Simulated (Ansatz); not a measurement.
All values below come from PBE-D3(BJ)/def2-TZVP (Ansatz, an electronic-structure program). No frequencies were computed at this level.

Ansatz 0.2 input:
```yaml
crystal:
  periodic: [false, false, false]
  atoms:
    - { symbol: S, position_ang: [1.707667, -0.637564, 0.031309] }
    - { symbol: Si, position_ang: [0.032015, 0.707635, 0.04596] }
    - { symbol: S, position_ang: [-1.821506, -0.370864, -0.089062] }
    - { symbol: H, position_ang: [1.324335, -1.361847, -1.011761] }
    - { symbol: H, position_ang: [0.137576, 1.38811, 1.320544] }
    - { symbol: H, position_ang: [0.039673, 1.547152, -1.134748] }
    - { symbol: H, position_ang: [-1.55411, -1.268244, 0.849885] }
basis:
  gaussian: { orbitals: def2-tzvp }
hamiltonian:
  xc: pbe
  dispersion: d3bj
relax:
  max_steps: 150
```

Output:

```
Functional definition: PBE
950 factors; their error is unknown
mean field evaluation 1: about -29600.8091 eV, gradient 2.3e1 eV
mean field evaluation 2: about -29601.0242 eV, gradient 2.4e1 eV
mean field evaluation 4: about -29602.4467 eV, gradient 1.3e0 eV
mean field evaluation 8: about -29602.4382 eV, gradient 2.6e-2 eV
mean field -29602.43815389 eV, -1087.8695369021 hartree, gradient 5.6e-5 eV, S^2 0.000000; 0 other end points of the search recorded, 0 dependent functions left out
reference -29602.43818988 eV, -1087.8695382249 hartree; 25, 25 occupied and 110, 110 virtual orbitals, 950 factors
relax step   1: F+E_penalty+E_count = -29602.62148297 eV  Δ(F+E_penalty+E_count) = +0.000e0 eV  max|allowed force component| = 1.389e0 eV/Å  Δτ_max = 0.0000 Å  (24 SCF iters, accepted)
these checks for a lower state are left out or cut short: starts, cluster_reference, orbital_swaps, neighbouring_geometries, increment
950 factors; their error is unknown
mean field evaluation 16: about -29602.4920 eV, gradient 3.7e-1 eV
mean field -29602.48187285 eV, -1087.8711435442 hartree, gradient 2.1e-5 eV, S^2 0.000000; 0 other end points of the search recorded, 0 dependent functions left out
reference -29602.48190933 eV, -1087.8711448849 hartree; 25, 25 occupied and 110, 110 virtual orbitals, 950 factors
relax step   2: F+E_penalty+E_count = -29602.66384065 eV  Δ(F+E_penalty+E_count) = -4.236e-2 eV  max|allowed force component| = 6.298e-1 eV/Å  Δτ_max = 0.1943 Å  (32 SCF iters, accepted)
these checks for a lower state are left out or cut short: starts, cluster_reference, orbital_swaps, neighbouring_geometries, increment
950 factors; their error is unknown
mean field -29602.53071431 eV, -1087.8729384350 hartree, gradient 1.4e-5 eV, S^2 0.000000; 0 other end points of the search recorded, 0 dependent functions left out
reference -29602.53075073 eV, -1087.8729397734 hartree; 25, 25 occupied and 110, 110 virtual orbitals, 950 factors
relax step   3: F+E_penalty+E_count = -29602.71141830 eV  Δ(F+E_penalty+E_count) = -4.758e-2 eV  max|allowed force component| = 3.120e-1 eV/Å  Δτ_max = 0.1126 Å  (27 SCF iters, accepted)
these checks for a lower state are left out or cut short: starts, cluster_reference, orbital_swaps, neighbouring_geometries, increment
950 factors; their error is unknown
mean field evaluation 32: about -29602.5396 eV, gradient 7.1e-2 eV
mean field -29602.53965106 eV, -1087.8732668543 hartree, gradient 2.2e-5 eV, S^2 0.000000; 0 other end points of the search recorded, 0 dependent functions left out
reference -29602.53968750 eV, -1087.8732681935 hartree; 25, 25 occupied and 110, 110 virtual orbitals, 950 factors
relax step   4: F+E_penalty+E_count = -29602.72059450 eV  Δ(F+E_penalty+E_count) = -9.176e-3 eV  max|allowed force component| = 2.026e-2 eV/Å  Δτ_max = 0.0330 Å  (26 SCF iters, accepted)
these checks for a lower state are left out or cut short: starts, cluster_reference, orbital_swaps, neighbouring_geometries, increment
950 factors; their error is unknown
mean field -29602.53988388 eV, -1087.8732754105 hartree, gradient 2.1e-5 eV, S^2 0.000000; 0 other end points of the search recorded, 0 dependent functions left out
reference -29602.53992037 eV, -1087.8732767513 hartree; 25, 25 occupied and 110, 110 virtual orbitals, 950 factors
relax step   5: F+E_penalty+E_count = -29602.72074558 eV  Δ(F+E_penalty+E_count) = -1.511e-4 eV  max|allowed force component| = 6.037e-3 eV/Å  Δτ_max = 0.0134 Å  (27 SCF iters, accepted)
950 factors; their error is unknown
mean field -29602.53988388 eV, -1087.8732754105 hartree, gradient 2.1e-5 eV, S^2 0.000000; 1 other end points of the search recorded, 0 dependent functions left out
reference -29602.53992037 eV, -1087.8732767513 hartree; 25, 25 occupied and 110, 110 virtual orbitals, 950 factors
Total energy: -29602.72078206 eV, -1087.8799232960 hartree
Atom 0 at     1.735078    -0.681505     0.071768 Å, force     0.000207     0.006037     0.001258 eV/Å
Atom 1 at     0.025921     0.617028     0.040116 Å, force    -0.000616    -0.003795    -0.000038 eV/Å
Atom 2 at    -1.853308    -0.405657    -0.135985 Å, force     0.000867     0.005727    -0.000511 eV/Å
Atom 3 at     1.429029    -1.271476    -1.108849 Å, force     0.001010    -0.001087    -0.002344 eV/Å
Atom 4 at     0.155176     1.379450     1.315835 Å, force    -0.000346    -0.002910     0.001288 eV/Å
Atom 5 at     0.020106     1.541787    -1.130444 Å, force     0.000401    -0.002716    -0.001816 eV/Å
Atom 6 at    -1.646352    -1.175248     0.959687 Å, force    -0.001523    -0.001257     0.002163 eV/Å
Dipole moment:    -0.003909    -0.054753    -0.003482 e Å
```

Cost: about 15 core-seconds (a rough figure).
